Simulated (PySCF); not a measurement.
Computed shifts of a molecule C2H4Cl2Ge, PySCF with PBE/pcSseg-1, GIAO, gas phase, equivalent atoms averaged, in ppm (number of nuclei): ¹³C: 145.7 (1), 143.2 (1). ¹H: 6.90 (1), 6.86 (2), 6.70 (1). References: ⁷³Ge against GeH4 (σ = 1614.4 ppm); ³⁵Cl against HCl (σ = 936.5 ppm); ¹³C against TMS (σ = 182.0 ppm); ¹H against TMS (σ = 31.49 ppm), references at their B3LYP-D3(BJ)/def2-TZVP geometries, non-relativistic (without spin–orbit terms, shifts of atoms bonded to Cl or Br come out too high). Coordinates come from a PBE0-D3(BJ)/def2-SVP optimisation. The values are those of a single conformer.

Question: Pick the molecule that these values belong to.
A. ClC(Cl)=[CH][GeH3]
B. C=[C](Cl)[GeH2][Cl]
C. C=[CH][GeH]([Cl])[Cl]
D. Cl/C=[CH]\[GeH2][Cl]

Answer: C, C=[CH][GeH]([Cl])[Cl]
